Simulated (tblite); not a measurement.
Cl$_{2}$MoO$_{2}$, charge +1, doublet, geometry from GFN2-xTB (such geometries of metal compounds can be far from the true shape) (the multiplicity is a formal guess); GFN1-xTB in tblite.

tblite was given this input:
```
$ tblite run mol.xyz --method gfn1 --charge 1 --spin 1 --guess eeq --json tblite.json --no-restart

# file mol.xyz
5

Mo     0.28291459    -0.05232677     0.09346190
O      1.48040807    -0.59010544    -0.90696182
O      0.77601742     0.17276583     1.65238045
Cl    -0.45390895     1.80444866    -0.66278406
Cl    -1.30690381    -1.47877563     0.08109295
```

**Question.** Predict the main parts of the log of this tblite run.

**Answer.** 
```
xTB calculator
 | screened Coulomb repulsion
 | Coulomb electrostatics
 |  * isotropic Klopman-Ohno-Mataga-Nishimoto electrostatics
 |  * onsite third-order electrostatics
 | DFT-D3(BJ) dispersion correction

halogen bonding energy    0.0000000000000E+00 Eh
repulsion energy          1.0236629793665E-01 Eh
dispersion energy        -2.5233459782205E-03 Eh
number of electrons       3.1000000000000E+01 e
integral cutoff           4.0000000000000E+01 bohr

------------------------------------------------------------
  cycle        total energy    energy error   density error
------------------------------------------------------------
      1     -19.29667255938  -1.9396516E+01   6.8789175E-01
      2     -19.31494452801  -1.8271969E-02   4.0474608E-01
      3     -19.44527461425  -1.3033009E-01   3.3446356E-01
      4     -19.50706529981  -6.1790686E-02   1.1236627E-01
      5     -19.52143705883  -1.4371759E-02   8.4527661E-02
      6     -19.53114418516  -9.7071263E-03   3.5636235E-02
      7     -19.52559592163   5.5482635E-03   6.2944401E-02
      8     -19.53259365381  -6.9977322E-03   1.9236875E-02
      9     -19.53328530488  -6.9165107E-04   1.5750155E-03
     10     -19.53329003082  -4.7259429E-06   9.6030046E-05
     11     -19.53329004109  -1.0269947E-08   6.0264419E-05
     12     -19.53329001241   2.8682827E-08   1.3718509E-04
     13     -19.53329004714  -3.4732725E-08   9.4990523E-06
------------------------------------------------------------

electronic energy        -1.9633132999100E+01 Eh
total energy             -1.9533290047142E+01 Eh

Post processing:
 | Mayer-Wiberg bond orders

[Info] JSON dump of results written to 'tblite.json'
```
